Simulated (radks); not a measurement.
The mean radii <r> (bohr) of the occupied orbitals of an atom or ion are listed with their occupations. Method: Dirac Kohn-Sham, AM05, spin-unpolarised, spherical densities, finite nucleus; Fermi nuclear charge, rms radius of each element as measured or else 0.836 A^(1/3) + 0.57 fm; computed with a radial shooting solver on a logarithmic mesh with Libxc functionals.

| orbital | occ. | <r> |
|---|---|---|
| 1s1/2 | 2 | 0.02192 |
| 2s1/2 | 2 | 0.09270 |
| 2p1/2 | 2 | 0.07740 |
| 2p3/2 | 4 | 0.08421 |
| 3s1/2 | 2 | 0.2414 |
| 3p1/2 | 2 | 0.2306 |
| 3p3/2 | 4 | 0.2430 |
| 3d3/2 | 4 | 0.2145 |
| 3d5/2 | 6 | 0.2183 |
| 4s1/2 | 2 | 0.4976 |
| 4p1/2 | 1.33333 | 0.4974 |
| 4p3/2 | 2.66667 | 0.5160 |

Name the element and its charge. Open shells, if any, are shared by 2j + 1.

Answer. Z = 64, gadolinium, charge +30: Gd30+ in [Ar] 3d10 4s2 4p4. The 1s radius gives Z: for a bare nucleus <r> = (2 gamma + 1)/(2Z) with gamma = sqrt(1 - (Z/c)^2), 0.02163 bohr for Z = 64, and screening makes it slightly larger (0.02192 here). The occupations add up to 34, and the charge is Z minus that.
